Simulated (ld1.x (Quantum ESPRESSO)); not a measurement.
# u(r) = r·R(r): atom against pseudo-atom (O (Z = 8))

Columns: radius, all-electron u(r) and pseudo u(r) of the 2p shell (level -8.98 eV) of oxygen in the configuration [He] 2s2 2p4; PBEsol, non-relativistic, TM scheme, ld1.x (Quantum ESPRESSO) 7.5.

```csv
r (bohr),all-electron,pseudo
0.085,0.0786,0.0271
0.170,0.2320,0.1051
0.255,0.3928,0.2237
0.340,0.5340,0.3678
0.425,0.6472,0.5191
0.510,0.7320,0.6597
0.595,0.7903,0.7748
0.680,0.8257,0.8557
0.765,0.8425,0.9002
0.850,0.8443,0.9118
0.935,0.8349,0.8981
1.020,0.8171,0.8676
1.105,0.7932,0.8283
1.190,0.7652,0.7861
1.275,0.7344,0.7448
1.360,0.7019,0.7060
1.445,0.6686,0.6697
1.530,0.6351,0.6352
1.615,0.6018,0.6019
1.700,0.5692,0.5692
1.785,0.5375,0.5375
1.870,0.5068,0.5068
1.955,0.4773,0.4773
2.040,0.4491,0.4491
2.125,0.4221,0.4221
2.210,0.3964,0.3964
```

How many radial nodes do the two functions have?

The all-electron 2p function has n − l − 1 = 0; the pseudo-wave has 0.

At about which radius was the pseudo-wave matched?

1.70 bohr. The columns agree to 0.0005 from 1.53 bohr on; several derivatives are matched, so the curves merge somewhat inside the radius.

Where does each function peak?

Outermost all-electron maximum near 0.85 bohr, pseudo maximum near 0.85 bohr (to the table’s step).

Is the pseudo-wave norm-conserving?

Yes: the TM scheme keeps the norm inside the radius equal to the all-electron one, which fixes the energy derivative of the logarithmic derivative at the level.
